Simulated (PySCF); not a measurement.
# Structure from 2D NMR

Compound of formula C$_{7}$H$_{12}$OSi. Correlations simulated from computed shifts and the bond graph:

HSQC (one-bond C–H):
```tsv
δH	δC
3.83	73.0
2.43	34.8
2.18	106.6
1.70	21.0
1.60	21.0
0.42	1.2
```

COSY cross peaks (H two or three bonds apart, from the bond graph; peaks can be absent where the dihedral angle is near 90°):
```tsv
δH	δH
3.83	2.43
2.43	1.70
2.43	1.60
1.70	1.60
```

HMBC (two and three bonds, from the bond graph):
```tsv
δH	δC
3.83	34.8, 21.0
2.43	73.0, 21.0
2.18	91.1
1.70	91.1, 73.0, 34.8, 21.0, 1.2
1.60	91.1, 73.0, 34.8, 21.0, 1.2
0.42	91.1, 21.0
```

Carbons without hydrogens: δ 91.1.

PySCF 2.14.0 with density-fitted response routines calculation with coordinates at the GFN2-xTB level and σ from GIAO-PBE0/pcSseg-1; no solvent, non-relativistic, a single conformation, fast rotation and ring inversion assumed for equivalent nuclei.

δ = σ(ref) − σ, references computed at the same level: 1H, 13C vs TMS.

Exchangeable hydrogens are left out of these lists.

Which molecule is this?

Results:

SMILES C#C[Si@]1(C)C[C@H](CO)C1.

Atoms are numbered as in `[CH:1]#[C:2][Si@:3]1([CH3:4])[CH2:5][C@H:6]([CH2:7][OH:8])[CH2:9]1`. Hydrogens are named by the atom that carries them. Ha(C5), Ha(C9) are cis to C7 on the ring; Hb(C5), Hb(C9) are trans to C7 on the ring.

- δC 106.6 is C1, a terminal alkyne carbon (δH 2.18).
- δC 91.1 is C2, an alkyne carbon.
- δC 73.0 is C7, an sp3 CH2 bonded to O (δH 3.83).
- δC 34.8 is C6, an sp3 CH in a ring (δH 2.43).
- δC 21.0 is C5/C9, an sp3 CH2 bonded to Si (δH 1.60, 1.70).
- δC 1.2 is C4, a methyl carbon bonded to Si (δH 0.42).
- HMBC from δH 2.18 reaches the proton-free carbon C2.
- HMBC from δH 1.70 reaches the proton-free carbon C2.
- HMBC from δH 1.60 reaches the proton-free carbon C2.
- HMBC from δH 0.42 reaches the proton-free carbon C2.
- COSY links 3.83–2.43, 2.43–1.70, 2.43–1.60, 1.70–1.60.

The data come from this structure; uniqueness wasn't tested.

The OH or NH signal is concentration- and solvent-dependent in practice; the value given is the gas-phase one. Shifts are as computed. Against solution values, carbons near 30 ppm lie about +3 ppm off and those near 130 ppm about +5 ppm. Of 1211 compounds with measured shifts, 218 miss one by over three times the rms of a fit or turn the order of signals round; such compounds aren't used in these exercises.
